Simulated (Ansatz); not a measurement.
The same silylene extrusion along the group S, Se, Te.

Calculated with Ansatz (gas phase, PBE0-D4/def2-TZVP geometries, no zero-point term in ΔE). CBS: MP2 limit from def2 TZ/QZ plus the TZ coupled-cluster correction, frozen cores. This one scheme is used for every species. DFT in def2-TZVPP. Elements past krypton have def2 core potentials. For Se, Te outer-core shells are correlated without core-valence functions, which leaves a few kJ/mol of doubt a bond. Scalar relativity is left out up to krypton. Each species was taken in one conformer, which may not be the lowest.

```
                        reaction  B2PLYP (kJ/mol)  PBE-D4 (kJ/mol)
     `N[SiH2]S` → `N[SiH]` + H₂S              211              214
`N[SiH2][SeH]` → `N[SiH]` + H₂Se              217              221
`N[SiH2][TeH]` → `N[SiH]` + H₂Te              211              219
```

Problem. Give the CCSD(T)/CBS values in the same order. (Best estimate.)

Solution. The calculation gave: 220, 227, 223 kJ/mol.

Largest T1 diagnostic: 0.015, for `N[SiH]`.
